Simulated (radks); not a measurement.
Species: the osmium ion Os+. Configuration: [Xe] 4f14 5d5 6s1 6d1 (not the ground configuration).

All-electron calculation, Dirac Kohn-Sham, LDA (Slater exchange, VWN5 correlation), spin-unpolarised, spherical densities, finite nucleus; open shells are shared between the two j in proportion to 2j + 1; Fermi nuclear charge, rms radius 5.4126 fm. Program: a radial shooting solver on a logarithmic mesh with Libxc functionals.

Energy parts (eV):
total: -469883.42
kinetic: 532950.18
electron-nucleus: -1176212.06
Hartree: 182367.31
exchange-correlation: -8988.85

Orbitals (lengths in bohr, moments of r in powers of bohr; <r^-3> diverges for s and p1/2; r(90%) holds 90 % of the orbital's charge):
| orbital | occ. | eigenvalue (eV) | <1/r> | <r^-3> | r(90%) | <r> | small-component weight |
|---|---|---|---|---|---|---|---|
| 1s1/2 | 2 | -73690.22 | 90.34 | - | 0.0324 | 0.01775 | 8.25e-02 |
| 2s1/2 | 2 | -12839.73 | 22.07 | - | 0.116 | 0.07431 | 1.88e-02 |
| 2p1/2 | 2 | -12300.86 | 22.05 | - | 0.102 | 0.06132 | 1.89e-02 |
| 2p3/2 | 4 | -10771.39 | 18.31 | 17900 | 0.113 | 0.06951 | 1.69e-02 |
| 3s1/2 | 2 | -2999.273 | 8.102 | - | 0.285 | 0.1936 | 6.21e-03 |
| 3p1/2 | 2 | -2756.892 | 8.023 | - | 0.276 | 0.1836 | 6.17e-03 |
| 3p3/2 | 4 | -2423.445 | 7.051 | 4092 | 0.297 | 0.1987 | 5.60e-03 |
| 3d3/2 | 4 | -2014.692 | 6.950 | 711.2 | 0.270 | 0.1735 | 5.50e-03 |
| 3d5/2 | 6 | -1942.393 | 6.723 | 598.9 | 0.276 | 0.1781 | 5.34e-03 |
| 4s1/2 | 2 | -644.4605 | 3.418 | - | 0.621 | 0.4320 | 2.08e-03 |
| 4p1/2 | 2 | -542.6398 | 3.310 | - | 0.634 | 0.4358 | 1.99e-03 |
| 4p3/2 | 4 | -464.0713 | 2.970 | 964.7 | 0.683 | 0.4697 | 1.77e-03 |
| 4d3/2 | 4 | -296.3517 | 2.761 | 148.3 | 0.723 | 0.4827 | 1.57e-03 |
| 4d5/2 | 6 | -281.7956 | 2.680 | 122.1 | 0.740 | 0.4941 | 1.51e-03 |
| 4f5/2 | 6 | -69.2495 | 2.259 | 23.65 | 0.901 | 0.5520 | 1.12e-03 |
| 4f7/2 | 8 | -66.4381 | 2.226 | 22.51 | 0.915 | 0.5602 | 1.10e-03 |
| 5s1/2 | 2 | -106.9506 | 1.354 | - | 1.44 | 1.004 | 4.93e-04 |
| 5p1/2 | 2 | -75.2952 | 1.228 | - | 1.59 | 1.094 | 4.15e-04 |
| 5p3/2 | 4 | -62.7965 | 1.108 | 150.9 | 1.74 | 1.192 | 3.54e-04 |
| 5d3/2 | 2 | -21.2003 | 0.7992 | 12.78 | 2.50 | 1.632 | 1.90e-04 |
| 5d5/2 | 3 | -19.9831 | 0.7718 | 10.23 | 2.59 | 1.685 | 1.78e-04 |
| 6s1/2 | 1 | -17.5774 | 0.4906 | - | 3.77 | 2.605 | 7.88e-05 |
| 6p1/2 | 0 | -11.3633 | 0.4016 | - | 4.64 | 3.159 | 5.34e-05 |
| 6p3/2 | 0 | -10.0750 | 0.3660 | 15.61 | 5.06 | 3.448 | 4.54e-05 |
| 6d3/2 | 0.4 | -4.1825 | 0.2147 | 0.8631 | 8.55 | 5.824 | 1.69e-05 |
| 6d5/2 | 0.6 | -4.0986 | 0.2108 | 0.7241 | 8.69 | 5.935 | 1.65e-05 |
| 7s1/2 | 0 | -5.2967 | 0.2047 | - | 8.72 | 6.177 | 1.69e-05 |

The highest occupied level is 6d5/2 at -4.099 eV. The configuration is held as typed, so some empty levels lie below it. The electron density at the nucleus is 1.668e+06 e/bohr^3. Summed over all electrons, <r^2> = 85.15 bohr^2, which gives a Langevin (diamagnetic) susceptibility term of -67.4 x 10^-6 cm^3/mol. The density falls to 0.001 e/bohr^3 at r = 4.58 bohr.
